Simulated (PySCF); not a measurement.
# How methods differ on the ionisation energy of Pb⁷⁷⁺

Pb⁷⁷⁺ [He] 2s2 2p1 [2p1/2^1, M_J = 1/2] → Pb⁷⁸⁺ [He] 2s2, as a difference of total energies. All numbers are calculated (PySCF 2.14, the two-component X2C-1e Hamiltonian, in an even-tempered Gaussian basis (16 s from 69 bohr⁻², ratio 2.4; 13 p from 90 bohr⁻², ratio 2.4; 5 d from 290 bohr⁻², ratio 2.6; 4 f from 430 bohr⁻², ratio 2.6)). Correlated levels: nothing frozen; the 28 highest virtual spinors dropped. "Screened" scales the spin-orbit matrix elements by Boettger's factors to mimic the two-electron term; Breit and QED terms are absent.

| method | ionisation energy (eV) |
| --- | --- |
| GHF (spin-free) | 22249.1 |
| GMP2 (spin-free) | 22249.1 |
| GHF (screened spin-orbit) | 23970.7 |
| GMP2 (screened spin-orbit) | 23968.0 |

Task: How much does correlation contribute at GMP2 (screened spin-orbit)?

Result: 23968.0 − (23970.7) = -2.7 eV, measured against GHF (screened spin-orbit).

For this ion Breit and QED terms and the two-electron picture change, all absent here, outweigh the correlation shift from GHF to GMP2.

The spin-free rows lack the spin-orbit shift.

For comparison: 23940 ± 120 eV (theoretical estimate listed by NIST; NIST Atomic Spectra Database, ionization energies).
